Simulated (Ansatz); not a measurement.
In(F)(SeH)2 (FH2InSe2), SMILES [F][In]([SeH])[SeH].

Geometry: PBE-D3(BJ)/def2-SVP. The structure was generated by enumeration; whether it is a known compound was not checked. The def2 effective core potentials stand for the cores of In; spin–orbit coupling is left out. The values are those of a single conformer.

Two levels are set side by side: PBE/def2-SVPD (Ansatz, a first-principles code) and PBE0/def2-SVPD (Ansatz). Energy differences of separate SCF runs at the same geometry; the states with an electron removed or added have multiplicity 2 and 2. Differences are taken from unrounded values.

```csv
quantity,PBE0,PBE,PBE minus PBE0
vertical ionisation energy (eV),9.36,8.99,-0.37
vertical electron affinity (eV),1.04,1.12,0.08
vertical singlet–triplet gap (eV),3.45,3.06,-0.39
```
